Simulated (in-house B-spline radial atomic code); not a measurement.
Configurations of Kr, with energies counted from [Ar] 3d10 4s2 4p6. All numbers are computed (non-relativistic TPSSh, spin-polarised, spherical fractional occupations, exact exchange averaged over the configuration; point nucleus) with a radial B-spline atomic code at the basis-set limit, not measured. Shells without spins written out take the highest spin.

Occupations are held fixed; configurations that lie above the ionisation limit could autoionise.

| configuration | E - E(ref) (eV) | highest orbital | its <r> (bohr) |
| --- | --- | --- | --- |
| [Ar] 3d10 4s2 4p5 5s1 | 10.327 | 5s up | 5.525 |
| [Ar] 3d10 4s1 4p6 5d1 | 26.885 | 5d up | 13.96 |
| [Ar] 3d9 4s2 4p6 5p1 | 92.858 | 5p up | 7.298 |
| [Ar] 3d9 4s2 4p6 4d1 | 93.572 | 4d up | 7.828 |
| [Ar] 3d9 4s2 4p6 5d1 | 94.194 | 5d up | 14.08 |
| [Ne] 3s2 3p5 3d10 4s2 4p6 4f1 | 206.48 | 4f up | 17.18 |

Problem. Order these further configurations by energy, lowest first.
A. [Ar] 3d10 4s2 4p5 4d1
B. [Ar] 3d10 4s2 4p5 5d1
C. [Ne] 3s2 3p5 3d10 4s2 4p6 5d1
D. [Ne] 3s2 3p5 3d10 4s2 4p6 4d1
E. [Ar] 3d10 4s1 4p6 5p1

Solution. A (12.304 eV), B (12.937 eV), E (25.58 eV), D (205.51 eV), C (206.13 eV).

Problem. How far above the reference does [Ne] 3s2 3p5 3d10 4s2 4p6 5p1 lie?

Solution. 204.79 eV; its least bound orbital is 5p up with <r> = 7.297 bohr.
